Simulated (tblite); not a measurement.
Cl2Te, charge -1, doublet, at a GFN2-xTB geometry (a state made from the parent by changing its charge; the spin is typed, not shown lowest); tblite with GFN1-xTB.

Input for tblite:
```
$ tblite run mol.xyz --method gfn1 --charge -1 --spin 1 --grad --json tblite.json --no-restart

# file mol.xyz
3

Te    -0.00248112     0.00245025     0.12822818
Cl     1.61679764     1.97015479    -0.20262164
Cl    -1.60920833    -1.97764968    -0.18960572
```

Task: What does tblite print? Leave out banner, timings and long lists.

Result: 
```
xTB calculator
 | screened Coulomb repulsion
 | Coulomb electrostatics
 |  * isotropic Klopman-Ohno-Mataga-Nishimoto electrostatics
 |  * onsite third-order electrostatics
 | DFT-D3(BJ) dispersion correction

halogen bonding energy    0.0000000000000E+00 Eh
repulsion energy          1.2705861882479E-03 Eh
dispersion energy        -1.0634854927448E-03 Eh
number of electrons       2.1000000000000E+01 e
integral cutoff           2.5289693214950E+01 bohr

------------------------------------------------------------
  cycle        total energy    energy error   density error
------------------------------------------------------------
      1     -12.53604099507  -1.2536248E+01   3.8379923E-01
      2     -12.56268790974  -2.6646915E-02   1.5410645E-01
      3     -12.56560554883  -2.9176391E-03   3.8132736E-02
      4     -12.56358707095   2.0184779E-03   8.3917594E-02
      5     -12.56638959875  -2.8025278E-03   1.9940838E-03
      6     -12.56639124207  -1.6433247E-06   3.2468236E-04
      7     -12.56639128516  -4.3084079E-08   1.2152300E-04
      8     -12.56639129106  -5.9072711E-09   5.3130048E-06
------------------------------------------------------------

electronic energy        -1.2566598391759E+01 Eh
total energy             -1.2566391291064E+01 Eh

Post processing:
 | Mayer-Wiberg bond orders

[Info] Tight-binding results written to 'tblite.txt'
[Info] JSON dump of results written to 'tblite.json'
```
